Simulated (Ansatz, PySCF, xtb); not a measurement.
Complex: GeH4 (SMILES [GeH4]) (first 5 atoms) with C2H6O (SMILES COC); geometry from B3LYP-D3(BJ)/def2-TZVP, rigid monomers moved along the line of their centres of mass till Ge1···O7 is 4.40 Å.
(charge 0, multiplicity 1):
```xyz
14

Ge     0.2755     0.0049     0.6678
H     -0.1896    -1.4293     0.9469
H     -0.7187     1.0111     1.2663
H      0.3199     0.2217    -0.8582
H      1.6785     0.2426     1.2390
C      0.3074     0.8735     5.5880
O     -0.0788    -0.3655     5.0341
C     -1.4232    -0.6892     5.3151
H      0.2171     0.8661     6.6815
H     -0.3033     1.6950     5.1918
H      1.3482     1.0410     5.3162
H     -1.5954    -0.7705     6.3957
H     -1.6314    -1.6494     4.8464
H     -2.1085     0.0650     4.9072
```

Interaction energies are E(AB) − E(A) − E(B) at the monomers' geometry in the complex; basis-set methods are counterpoise corrected. Rows marked so take none.

Rows in 6-31G*, STO-3G carry no dispersion term and start afresh at each structure (6-31G* with six Cartesian d functions); the Pople sets are all-electron and without relativity.

The values were computed with Ansatz (a first-principles code); PySCF for 6-31G* rows, STO-3G rows, the dispersion terms; xtb for the GFN methods. Each number belongs to the level named beside it.

```json
[
 {"level": "GFN1-xTB", "interaction energy (kcal/mol)": "-3.24"},
 {"level": "HF/STO-3G (no counterpoise)", "interaction energy (kcal/mol)": "-0.18"},
 {"level": "PBE-D3(BJ)/def2-TZVPPD", "interaction energy (kcal/mol)": "-0.92"},
 {"level": "BP86/6-31G* (no counterpoise)", "interaction energy (kcal/mol)": "-0.57"},
 {"level": "r2SCAN-D4/def2-TZVPPD", "interaction energy (kcal/mol)": "-0.79"},
 {"level": "B3LYP/6-31G*", "interaction energy (kcal/mol)": "-0.07"},
 {"level": "B3LYP-D4/def2-TZVPPD", "interaction energy (kcal/mol)": "?"},
 {"level": "PBE0-D3(BJ)/def2-TZVPPD", "interaction energy (kcal/mol)": "-0.92"},
 {"level": "PBE0-D4/def2-TZVPPD", "interaction energy (kcal/mol)": "-0.95"}
]
```

Complete the blanks.


- B3LYP-D4/def2-TZVPPD, interaction energy (kcal/mol): -0.86
